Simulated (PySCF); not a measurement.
Correlation energy of Se (selenium, neutral)

[Ar] 3d10 4s2 4p4, high-spin 3P determinant. Calculation: PySCF 2.14, in ANO-RCC-VTZP (6s5p3d1f, 43 functions); the spin-free X2C one-electron Hamiltonian (Gaussian nucleus). Frozen: [Ne]; 24 electrons correlated.

```json
{"level": "CCSD", "correlation energy (mhartree)": "-191.63"}
{"level": "(T)", "correlation energy (mhartree)": "-6.87"}
{"level": "CCSD(T)", "correlation energy (mhartree)": "-198.50"}
```

Diagnostics: T1 = 0.0053, D1 = 0.0266, largest double amplitude 0.050.

Cost of the coupled-cluster step: of the order of 2.5 core-seconds, for 24 correlated electrons.
